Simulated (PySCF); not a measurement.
Working with the constants of InC⁺

UHF-CCSD(T) constants of InC⁺, ³Π (triplet), unpaired electrons σ ↑, π ↑ (PySCF, scalar-relativistic core potentials, basis sets In aug-cc-pVDZ-PP with ECP28, C aug-cc-pVDZ; masses 114.9039 and 12.0000 u):

| Property | Result |
| --- | --- |
| ωe | 126.7 cm⁻¹ |
| ωexe | 2.38 cm⁻¹ |
| Be | 0.16769 cm⁻¹ |
| αe | 0.00373 cm⁻¹ |
| De to In⁺ + C | 0.232 eV |

Q: What force constant and bond length do these constants imply?

A: Reduced mass μred = 10.865 u; k = 5.8918×10⁻⁷·μred·ωe² (u, cm⁻¹, mdyn/Å) = 0.103 mdyn/Å; Re = √(16.8576/(μred·Be)) (u, cm⁻¹, Å) = 3.042 Å.

Q: Estimate the centrifugal constant D from the Kratzer relation and find the Dunham coefficient a1.

A: D = 4Be³/ωe² = 1.17e-06 cm⁻¹; a1 = −1 − αeωe/(6Be²) = -3.80.

Correlated steps freeze 5 core orbitals. The bond is weak. Basis-set superposition, not corrected here, can be much of De in a small basis, most of all at correlated wavefunction levels. Spin–orbit coupling is left out, which matters for elements this heavy, above all for dissociation energies. For an ion De counts to the pair picked by the measured ionisation energies or electron affinities, which need not be the lowest pair at this level. The state is the lowest determinant that a PBE0 search found; another state may lie lower at other levels.
